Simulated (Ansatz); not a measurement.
The C2–H3 bond of CH5GeN (SMILES [CH3][Ge][NH2]) is stretched (multiplicity 1, the rest rigid).
Geometry at rest (charge 0, multiplicity 1):
```csv
atom,x (Å),y (Å),z (Å)
Ge,-0.2170,-0.0101,0.4452
C,0.7303,1.3957,-0.6510
H,0.3907,2.3968,-0.3807
H,0.5942,1.2501,-1.7247
H,1.8012,1.3407,-0.4297
N,-0.0364,-1.3548,-0.7861
H,0.4026,-1.2654,-1.6915
H,-0.3701,-2.2905,-0.6131
```

Cores are frozen in the correlated methods. Filled d and f shells under p-block atoms count as core.

Run with Ansatz (a quantum-chemistry and plane-wave program). Values without a source in brackets are computed.

FIC-MRCISD+Q on CASSCF(2,2)/cc-pVTZ, total energies (hartree):

```csv
R (Å),CASSCF,MRCISD,weight c² of the reference
1.091,-2170.688508,-2171.139889,0.87482
1.909,-2170.587644,-2171.028502,0.87402
3.492,-2170.527931,-2170.961943,0.87540
```

Question: Add the Davidson correction (E_MRCISD − E_CASSCF)(1 − c²)/c² and give the energies above the first point at the three levels.

Answer: 
Corrections (hartree): -0.064592, -0.063542, -0.061775. Above the first point (kcal/mol):
- R = 1.909 Å: CASSCF 63.3, MRCISD 69.9, with the correction 70.6
- R = 3.492 Å: CASSCF 100.8, MRCISD 111.7, with the correction 113.4
